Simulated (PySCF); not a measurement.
A series of substituents X on one scaffold: BH2-X. All species are isolated molecules in the gas phase. One relaxed conformer stands for each flexible species; it need not be the lowest. Strings in code marks are SMILES.

The four lowest singlet excitations (Tamm–Dancoff). All values below come from PBE-D3(BJ)/def2-TZVP // M06-2X/def2-TZVP in PySCF. Excitations are Tamm–Dancoff values on a coarser integration grid. The basis has no diffuse functions, so Rydberg states are missing or too high.

| state | energy (eV) | wavelength (nm) | oscillator strength |
|---|---|---|---|
| S1 | 3.44 | 361 | 0.025 |
| S2 | 3.82 | 324 | 0.001 |
| S3 | 5.74 | 216 | 0.001 |
| S4 | 7.01 | 177 | 0.063 |

Problem. Identify which member gives these states.
A) `BC=O`
B) `BO[SiH3]`
C) `BC(=O)O`
D) `BO`

Solution. A, `BC=O`
